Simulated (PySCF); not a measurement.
Vertical excitations of a molecule CH₇ClSi₂ from TDDFT-PBE0/def2-SVPD (PySCF 2.14.0), as energy in eV (oscillator strength): 7.36 (0.002), 7.42 (0.011), 7.81 (0.023), 7.90 (0.002), 8.24 (0.055), 8.32 (0.048), 8.42 (0.042), 8.45 (0.034), 8.49 (0.001), 8.51 (0.001). Lowest triplet (TDA): 6.98 eV. Geometry optimised at PBE0-D3(BJ)/def2-SVP. One conformer was computed; it need not be the lowest.

Problem. Identify the compound among the candidates.
A) C[SiH2][SiH2]Cl
B) [SiH3]C[SiH2]Cl
C) C[Si@@H]([SiH3])Cl

Solution. B, [SiH3]C[SiH2]Cl
